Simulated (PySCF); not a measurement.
**State search for CuC**

Unrestricted PBE0; PySCF, scalar-relativistic core potentials, basis sets Cu cc-pVDZ-PP with ECP10, C cc-pVDZ. Outer shells of the fragments: Cu 3d10 4s1; C 2s2 2p2.

Followed along the bond (rough minima from three points):

```csv
2Ms+1,unpaired,⟨S²⟩ at the start,R at minimum (Å),Te (eV)
4,"σ ↑, π ↑↑",3.78,1.79,0.00
2,π ↑,0.78,1.80,0.13
2,"σ ↓, π ↑↑",1.77,1.80,0.67
2,"σ ↑, π ↑↓",1.78,1.78,0.72
6,"σ ↑↑↑, π ↑↑",8.75,none in the scan,≤ 2.86
```

Solutions found at the starting distance of 1.845 Å, counted from the lowest of them; the search is not exhaustive and high or unbound solutions are not listed, so other states can lie among these:

```json
{"2Ms+1": "4", "unpaired": "σ ↑, π ↑↑", "term": "⁴Σ⁻", "E (eV)": "0.00", "⟨S²⟩": "3.78", "⟨Lz²⟩": "0.00", "μ (D)": "-3.61"}
{"2Ms+1": "2", "unpaired": "π ↑", "term": "²Π", "E (eV)": "0.12", "⟨S²⟩": "0.78", "⟨Lz²⟩": "1.01", "μ (D)": "-2.58"}
{"2Ms+1": "2", "unpaired": "σ ↓, π ↑↑", "term": "mixed", "E (eV)": "0.66", "⟨S²⟩": "1.77", "⟨Lz²⟩": "0.00", "μ (D)": "-3.55"}
{"2Ms+1": "2", "unpaired": "σ ↑, π ↑↓", "term": "mixed", "E (eV)": "0.73", "⟨S²⟩": "1.78", "⟨Lz²⟩": "2.01", "μ (D)": "-3.61"}
{"2Ms+1": "4", "unpaired": "σ ↑↑, π ↑", "term": "⁴Π", "E (eV)": "1.79", "⟨S²⟩": "3.81", "⟨Lz²⟩": "1.01", "μ (D)": "1.57"}
{"2Ms+1": "2", "unpaired": "σ ↑", "term": "mixed", "E (eV)": "1.87", "⟨S²⟩": "0.77", "⟨Lz²⟩": "2.00", "μ (D)": "-3.56"}
{"2Ms+1": "2", "unpaired": "π ↑↑, δ ↓", "term": "mixed", "E (eV)": "2.29", "⟨S²⟩": "2.02", "⟨Lz²⟩": "4.00", "μ (D)": "-2.56"}
{"2Ms+1": "2", "unpaired": "σ ↑", "term": "²Σ⁺", "E (eV)": "2.30", "⟨S²⟩": "0.76", "⟨Lz²⟩": "0.00", "μ (D)": "1.58"}
{"2Ms+1": "4", "unpaired": "π ↑↑↑", "term": "⁴Π", "E (eV)": "2.50", "⟨S²⟩": "4.05", "⟨Lz²⟩": "1.00", "μ (D)": "-2.49"}
{"2Ms+1": "2", "unpaired": "π ↑↓, δ ↑", "term": "mixed", "E (eV)": "2.74", "⟨S²⟩": "1.81", "⟨Lz²⟩": "5.99", "μ (D)": "-2.88"}
{"2Ms+1": "6", "unpaired": "σ ↑↑↑, π ↑↑", "term": "⁶Σ⁻", "E (eV)": "2.84", "⟨S²⟩": "8.75", "⟨Lz²⟩": "0.00", "μ (D)": "-0.73"}
{"2Ms+1": "6", "unpaired": "σ ↑↑, π ↑↑, δ ↑", "term": "⁶Δ", "E (eV)": "3.28", "⟨S²⟩": "8.75", "⟨Lz²⟩": "4.00", "μ (D)": "-1.15"}
{"2Ms+1": "6", "unpaired": "σ ↑↑, π ↑↑↑", "term": "⁶Π", "E (eV)": "3.32", "⟨S²⟩": "8.75", "⟨Lz²⟩": "1.00", "μ (D)": "-1.10"}
{"2Ms+1": "4", "unpaired": "σ ↑↑, π ↑↑, δ ↓", "term": "mixed", "E (eV)": "3.50", "⟨S²⟩": "4.76", "⟨Lz²⟩": "4.00", "μ (D)": "-1.01"}
```

A term symbol is given only where ⟨S²⟩ and ⟨Lz²⟩ are close to those of a pure state; real π, δ and φ orbitals otherwise mix terms. A positive dipole means Cu(−)C(+).

Counting both spins, an empty level lies below a filled one in some of these solutions, because spin and occupation are held. With d or f electrons several states lie close, and the lowest PBE0 determinant need not be the measured ground state.
